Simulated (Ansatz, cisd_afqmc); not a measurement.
System: C2HCl2F, charge 0, singlet. C2HCl2F (SMILES FC=C(Cl)Cl).
B3LYP-D3(BJ)/def2-TZVP minimum from Ansatz (a quantum-chemistry and plane-wave program):
```
C
C 1 1.3268
F 2 1.3360 1 121.73
H 2 1.0798 1 123.84 3 180.00
Cl 1 1.7173 2 122.83 4 180.00
Cl 1 1.7261 2 120.20 4 0.00
```

Atomisation energy term by term, kcal/mol (programs: Ansatz, cisd_afqmc). UHF or UKS for unpaired electrons; spin-orbit terms are left out. Correlated methods leave the cores frozen. Rows without X2C or -DK are non-relativistic. AFQMC is phaseless with a CISD trial state; ± is one standard error, without the phaseless bias. Outlying blocks are dropped, and bars are widened where a walk drifts. Over all cases where full CI ran beside it in this data, AFQMC minus full CI had a median of +0.1 mEh and passed +0.4 mEh in a tenth of the cases. CBS(X,Y): correlation extrapolated as X^-3, Hartree-Fock from the larger set. A bracket is a step between two methods taken in the basis named. 'core' is core correlation in cc-pwCVTZ (1s frozen past Ne), 'X2C' scalar relativity in cc-pVTZ-DK, both at CCSD(T). Where a partner has so few electrons that a lower coupled-cluster level is exact, that level stands in. The restricted determinant of C2HCl2F (FC=C(Cl)Cl, singlet) is unstable towards broken spin symmetry in at least one set run.

```
term                                       basis  kcal/mol
------------------  ----------------------------  --------
Hartree-Fock                         cc-pV(Q+d)Z    347.86
CCSD correlation    CBS(cc-pV(T+d)Z,cc-pV(Q+d)Z)    157.68
(T)                 CBS(cc-pV(T+d)Z,cc-pV(Q+d)Z)     16.96
CCSDT(Q) - CCSD(T)                   cc-pV(D+d)Z      0.81
core correlation                       cc-pwCVTZ      2.74
scalar relativity                X2C, cc-pVTZ-DK     -0.89
sum: De                                              525.2
```

The step beyond CCSD(T) by other levels: AFQMC/CISD in cc-pV(T+d)Z 0.43 ± 0.29 kcal/mol.
